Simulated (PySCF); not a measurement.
IO₂: calculation against measurement

Isolated IO₂, optimised in PySCF with density fitting and no spin–orbit coupling; def2 sets carry scalar-relativistic core potentials from Rb on. It is a doublet of C2v symmetry: PBE0/def2-TZVP I–O 1.790 Å (×2), O–I–O 109.8°.

Measured fundamentals (Jacox, Vibrational and Electronic Energy Levels of Polyatomic Transient Molecules, as compiled in the NIST Chemistry WebBook) beside computed harmonic wavenumbers, in cm⁻¹:

```
mode as compiled  computed symmetry  measured        medium  PBE0/def2-TZVP
 a1 sym. stretch                 a1       765           gas             836
         a1 bend                 a1       192           gas             283
b2 asym. stretch                 b2     800.3  argon matrix             855
```

Task: How close does the calculation come?

Result: Mean absolute differences: PBE0/def2-TZVP 21.2 %. The mean ratio of measured to computed values at PBE0/def2-TZVP is 0.843. Harmonic values should lie a little above fundamentals; matrices shift bands further, usually down by up to a few per cent. Differences this large suggest that the computed state or structure is not the one observed, or that an assignment is in doubt.

 Spin–orbit coupling, left out here, can matter for elements this heavy.
